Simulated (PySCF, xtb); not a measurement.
C₂H₂F₄, SMILES FC(CF)(F)F.

Harmonic wavenumbers (cm⁻¹) from GFN2-xTB run with xtb 6.7.1 at its own minimum, in rising order: 70, 191, 314, 381, 470, 491, 598, 810, 915, 1073, 1087, 1112, 1182, 1200, 1297, 1399, 2964, 2969.

What does PBE-D3(BJ)/def2-SVP run with PySCF give at its own minimum? (An estimate is asked for; the answer gives what the named calculation found.)

103, 207, 341, 400, 517, 534, 647, 829, 945, 1112, 1166, 1174, 1268, 1273, 1397, 1424, 2980, 3045. Paired by order, the mean absolute difference is 47 cm⁻¹ and the zero-point energies are 26.5 and 27.7 kcal/mol.
